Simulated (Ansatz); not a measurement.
`C=[CH][Al]([Cl])[Cl]`, relaxed with RKS PBE0-D4/def2-TZVP in Ansatz from a PBE-D4/def2-SVP geometry. The force threshold is 0.005 eV/Å; the program also tests the step.

The species carries charge 0 and has multiplicity 1.

Start:

```xyz
8

C    -1.005   -0.947   -0.492
C    -0.010   -0.066   -0.742
Al    0.884    0.854    0.706
Cl    2.446    2.235    0.393
Cl    0.282    0.470    2.694
H    -1.533   -1.490   -1.299
H    -1.340   -1.169    0.537
H     0.276    0.113   -1.796
```

How much energy does the relaxation release, and in how many steps? (Estimate.)

Computed: 3.68 kJ/mol, in 6 steps.

Which bonds change most? (An estimate is asked.)

Computed: Al3–Cl5 from 2.112 to 2.089 Å; Al3–Cl4 from 2.108 to 2.086 Å; C1–C2 from 1.353 to 1.334 Å; C1–H7 from 1.105 to 1.087 Å.

Give the relaxed structure. (Estimate.)

The calculation gave: 
```xyz
8

C    -0.995   -0.937   -0.492
C    -0.011   -0.068   -0.732
Al    0.872    0.843    0.707
Cl    2.415    2.209    0.380
Cl    0.290    0.474    2.678
H    -1.512   -1.467   -1.289
H    -1.331   -1.162    0.517
H     0.272    0.107   -1.769
```
